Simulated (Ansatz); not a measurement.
Ge₅PH₁₂⁺, a doped cluster cut from the lattice of germanium (P on a surface site). Charge 1, multiplicity 1. Geometry PBE0-D4/def2-SVP.

```xyz
18

Ge   -0.574    2.218    0.402
Ge   -1.095   -0.992   -1.824
Ge    0.424   -1.430    1.785
P     0.909    0.887    1.684
Ge    0.554   -2.211   -0.520
Ge   -0.420    1.342   -1.867
H    -0.053    3.636    0.672
H    -1.892    1.947    1.142
H    -1.147   -1.548   -3.253
H    -2.463   -1.105   -1.134
H     1.472   -1.936    2.785
H    -0.980   -1.387    2.405
H     2.219    1.052    1.173
H     1.036    1.418    2.991
H     1.989   -1.910   -0.981
H     0.301   -3.724   -0.461
H     1.052    1.508   -2.278
H    -1.332    2.235   -2.720
```

(1) Estimate the orbital energies around the gap (eV) in Ansatz with PBE-D4/def2-SVP, PBE-D4/def2-TZVP, r2SCAN-D4/def2-TZVP, PBE0-D4/def2-SVP, PBE0-D4/def2-TZVP.

Answers

(1) 
| orbital | PBE-D4/def2-SVP | PBE-D4/def2-TZVP | r2SCAN-D4/def2-TZVP | PBE0-D4/def2-SVP | PBE0-D4/def2-TZVP |
| --- | --- | --- | --- | --- | --- |
| HOMO−13 | -16.68 | -16.68 | -17.16 | -18.34 | -18.32 |
| HOMO−12 | -15.80 | -15.82 | -16.26 | -17.39 | -17.38 |
| HOMO−11 | -14.97 | -14.93 | -15.38 | -16.45 | -16.39 |
| HOMO−10 | -13.72 | -13.68 | -14.07 | -15.09 | -15.02 |
| HOMO−9 | -12.86 | -12.86 | -13.24 | -14.20 | -14.17 |
| HOMO−8 | -12.72 | -12.74 | -13.11 | -14.06 | -14.05 |
| HOMO−7 | -12.27 | -12.29 | -12.64 | -13.57 | -13.56 |
| HOMO−6 | -12.27 | -12.26 | -12.61 | -13.53 | -13.51 |
| HOMO−5 | -12.21 | -12.23 | -12.58 | -13.50 | -13.49 |
| HOMO−4 | -11.92 | -11.91 | -12.23 | -13.13 | -13.08 |
| HOMO−3 | -11.33 | -11.35 | -11.66 | -12.52 | -12.52 |
| HOMO−2 | -11.30 | -11.29 | -11.58 | -12.41 | -12.37 |
| HOMO−1 | -10.79 | -10.79 | -11.06 | -11.85 | -11.83 |
| HOMO | -10.54 | -10.54 | -10.79 | -11.56 | -11.53 |
| LUMO | -5.68 | -5.74 | -5.54 | -4.89 | -4.94 |
| LUMO+1 | -5.24 | -5.45 | -5.25 | -4.44 | -4.63 |
| LUMO+2 | -5.13 | -5.27 | -5.05 | -4.32 | -4.45 |
| LUMO+3 | -4.96 | -5.23 | -5.00 | -4.09 | -4.37 |
| LUMO+4 | -4.69 | -4.78 | -4.55 | -3.87 | -3.95 |
| LUMO+5 | -4.56 | -4.70 | -4.45 | -3.73 | -3.89 |
